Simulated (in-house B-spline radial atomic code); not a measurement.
# One electron outside the [He] 2s2 2p6 core: Pd³⁵⁺

Computed with an all-electron radial atomic-structure program (B-spline basis), no-pair Dirac-Coulomb Hamiltonian, finite nucleus. Rungs: frozen-core Dirac-Hartree-Fock (DHF); Brueckner orbitals from the second-order correlation potential; the same with the Coulomb interaction screened by the core and the hole-particle interaction summed; Breit and QED terms from differences of relaxed Dirac-Fock atoms, where computed. Partial waves beyond l = 6 are extrapolated. The tables show a selection of states; those near core-excited levels, with erratic corrections or far from their DHF start are never shown.

Command:
```bash
python run_mb.py task.json out
```
Settings (nuclear radius in fm, box in bohr, cutoff in hartree):
```
basis_form          2
Z                   46
core_configuration  [He] 2s2 2p6
rms_radius          4.5318
mass_number         106
speed_of_light      137.036
box_radius          5.867
lmax                6
intervals           60
virtual_cutoff      4232.0
```

Cost of the run: 33 s on 1 thread of Arm Neoverse V1, with other jobs on the host.

Removal energies (eV):

```json
{"state": "3s1/2", "DHF": "2249.9", "second order": "2250.73", "screened": "2250.72", "Breit + QED": "-1.92", "final": "2248.8"}
{"state": "3p1/2", "DHF": "2169.8", "second order": "2170.84", "screened": "2170.83", "Breit + QED": "-1.81", "final": "2169.01"}
{"state": "3p3/2", "DHF": "2128.3", "second order": "2129.28", "screened": "2129.27", "Breit + QED": "-1.18", "final": "2128.09"}
{"state": "3d3/2", "DHF": "2024.22", "second order": "2025.38", "screened": "2025.37", "Breit + QED": "-0.786", "final": "2024.58"}
{"state": "3d5/2", "DHF": "2015.08", "second order": "?", "screened": "?", "Breit + QED": "?", "final": "?"}
{"state": "4s1/2", "DHF": "1220.05", "second order": "?", "screened": "?", "Breit + QED": "?", "final": "?"}
{"state": "4p1/2", "DHF": "1187.1", "second order": "1187.53", "screened": "1187.52", "Breit + QED": "-0.719", "final": "1186.8"}
{"state": "4p3/2", "DHF": "1170.3", "second order": "1170.71", "screened": "1170.71", "Breit + QED": "-0.463", "final": "1170.24"}
{"state": "4d3/2", "DHF": "1131.08", "second order": "1131.47", "screened": "1131.47", "Breit + QED": "-0.289", "final": "1131.18"}
{"state": "4d5/2", "DHF": "1127.1", "second order": "1127.48", "screened": "1127.48", "Breit + QED": "-0.139", "final": "1127.34"}
{"state": "4f5/2", "DHF": "1106.74", "second order": "1107.03", "screened": "1107.03", "Breit + QED": "-", "final": "-"}
{"state": "4f7/2", "DHF": "1105.13", "second order": "1105.42", "screened": "1105.42", "Breit + QED": "-", "final": "-"}
{"state": "5s1/2", "DHF": "764.694", "second order": "764.858", "screened": "764.855", "Breit + QED": "-", "final": "-"}
{"state": "5p1/2", "DHF": "748.145", "second order": "748.344", "screened": "748.34", "Breit + QED": "-", "final": "-"}
```

Problem. What does correlation do to 4s1/2?

Solution. It adds 0.3593 eV to the removal energy in second order and 0.3535 eV with screening; Breit and QED add -0.757 eV, for a final 1219.65 eV.

Problem. What does correlation do to 3d5/2?

Solution. It adds 1.106 eV to the removal energy in second order and 1.099 eV with screening; Breit and QED add -0.377 eV, for a final 2015.8 eV.

Problem. How does the lowest state compare with the NIST ionisation energy?

Solution. 3s1/2 is bound by 2248.8 eV, without recoil; NIST lists 2248.87 ± 0.07 eV (semi-empirical), a difference of -0.074 eV.

Electric-dipole lines from 3s1/2 (reduced matrix elements in atomic units, length form, static core polarisation, sign of DHF taken positive):

| upper | DHF | + core polarisation | + Brueckner | λ (nm) | A (s⁻¹) |
| --- | --- | --- | --- | --- | --- |
| 3p1/2 | 0.2587 | 0.2555 | 0.2554 | 15.54 | 1.76e+10 |
| 3p3/2 | 0.3712 | 0.3668 | 0.3666 | 10.271 | 6.28e+10 |

Problem. What radiative lifetime does 3d3/2 get from its electric-dipole decays?

Solution. The rates to lower computed states sum to 8.29e+10 s⁻¹, a lifetime of 0.0121 ns.

Magnetic hyperfine constants per unit nuclear g factor (MHz, nucleus as a uniformly magnetised ball; they apply to isotopes with nuclear spin):

| state | DHF | + core polarisation | + Brueckner |
| --- | --- | --- | --- |
| 3s1/2 | 813900 | 839900 | 841400 |
| 3p1/2 | 254900 | 264000 | 264500 |
| 3p3/2 | 42070 | 40930 | 41000 |
| 4s1/2 | 326500 | 335800 | 336200 |
| 4p1/2 | 103400 | 106600 | 106700 |
| 4p3/2 | 17160 | 16650 | 16670 |
